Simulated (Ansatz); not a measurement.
Ideal-gas functions of C$_{2}$H$_{5}$GaS (`C[CH]1[S][GaH]1`) at 800 K and 1 bar, from an Ansatz frequency run at PBE0-D4/def2-TZVP.

Molar mass 130.85 g/mol, point group C1 (symmetry number 1), electronic degeneracy 1, moments of inertia 95.568, 159.032, 237.043 u Å². Harmonic wavenumbers (cm⁻¹, unscaled): 206, 223, 306, 373, 462, 474, 515, 636, 946, 1006, 1066, 1115, 1296, 1399, 1471, 1487, 2083, 3027, 3092, 3114, 3135.

Use S(trans) = R[1.5 ln M + 2.5 ln T − 1.1517]; rotational temperatures θ = 24.2544 K / I; S(rot) = R[ln(√π/σ · √(T³/θAθBθC)) + 1.5]; for each mode x = 1.438777 ν̃/T, S = R[x/(eˣ − 1) − ln(1 − e⁻ˣ)] and H = RT x/(eˣ − 1); 1 cm⁻¹ = 0.0119627 kJ/mol; R = 8.31446 J/(mol·K).

**Question.** By hand: the entropy, in J/(mol·K).

**Answer.** Translation 190.2. Rotation: θ = 0.2538, 0.1525, 0.1023 K, giving 123.6. Vibration, mode by mode: 16.62, 15.97, 13.38, 11.79, 10.09, 9.89, 9.24, 7.64, 4.83, 4.43, 4.07, 3.80, 2.94, 2.54, 2.29, 2.24, 0.95, 0.23, 0.21, 0.20, 0.20, in all 123.5. Electronic 0.0. Sum 437.3 J/(mol·K).

**Question.** By hand: H − E and G − E in kJ/mol, counted from the electronic energy.

**Answer.** Zero-point energy ½ × 27432 × 0.0119627 = 164.1; thermal vibration 52.8; translation, rotation and pV give 4 RT = 26.6. H − E = 243.5 kJ/mol, and G − E = 243.5 − 800 × 437.3/1000 = -106.3 kJ/mol.

Vibration gives 28 % of the entropy. The sum counts one conformer and one mirror image; others add a mixing term.
